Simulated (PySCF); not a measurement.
Vertical excitations of a molecule C3H9BClN from TDDFT-PBE/def2-SVPD run with PySCF 2.14.0, as energy in eV (oscillator strength): 5.72 (0.017), 6.40 (0.280), 6.52 (0.000), 6.58 (0.008), 6.63 (0.033), 6.69 (0.002), 7.29 (0.000), 7.48 (0.014), 7.52 (0.004), 7.54 (0.002). Lowest triplet (TDA): 5.02 eV. Geometry: B3LYP-D3(BJ)/def2-SVP. The values are those of a single conformer.

Task: Which structure fits?
A) CCN(C)BCl
B) CC(C)NBCl
C) CB(Cl)N(C)C

Result: C, CB(Cl)N(C)C
